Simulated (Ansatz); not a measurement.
Species: C$_{3}$H$_{6}$O, SMILES `C1COC1` (charge 0, multiplicity 1).

Problem. Give a relaxed geometry from B3LYP-D3(BJ)/def2-TZVP (Ansatz, an electronic-structure program).

Solution. the end point of this relaxation (outside a Z-matrix the atoms follow the SMILES, hydrogens last).
Cartesian coordinates (Å) in one orientation:
```xyz
10

C     -0.101     0.643    -0.461
C     -0.986    -0.351     0.310
O      0.171    -1.081     0.782
C      1.071    -0.193     0.081
H     -0.221     0.629    -1.543
H     -0.141     1.671    -0.108
H     -1.638    -0.981    -0.300
H     -1.563     0.068     1.138
H      1.661    -0.727    -0.668
H      1.746     0.323     0.769
```
